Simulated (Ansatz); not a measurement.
Reaction (redistribution): `[SiH3]B[SiH2]Cl` + `CO[SiH](Br)O[SiH3]` → `CB[SiH2]Cl` + `[SiH3]O[SiH](Br)O[SiH3]`

Calculated with Ansatz (gas phase, PBE0-D4/def2-TZVP geometries, no zero-point term in ΔE). CCSD(T)/CBS adds triple-zeta CCSD(T) − MP2 to the extrapolated MP2 energy (def2 sets, frozen cores). DFT in def2-TZVPP. B3LYP here is the variant with VWN-RPA as its local correlation; programs differ in this. For Br outer-core shells are correlated without core-valence functions, which leaves a few kJ/mol of doubt a bond. Scalar relativity is left out up to krypton. Each species was taken in one conformer, which may not be the lowest.

CCSD(T)/CBS gives -2.29 eV.

Task: Another level gave -2.25 eV. Which?
A. ωB97M-V/def2-TZVPP
B. PBE-D4/def2-TZVPP
C. PBE0/def2-TZVPP
D. B3LYP-D4/def2-TZVPP

Result: D. B3LYP-D4 -2.25, ωB97M-V -2.30, PBE0 -2.14, PBE-D4 -2.06 eV.

Largest T1 diagnostic among the species: 0.012.

From PBE to PBE0 (25 % exact exchange), in def2-TZVPP and without D4, ΔE moves by −0.10 eV.
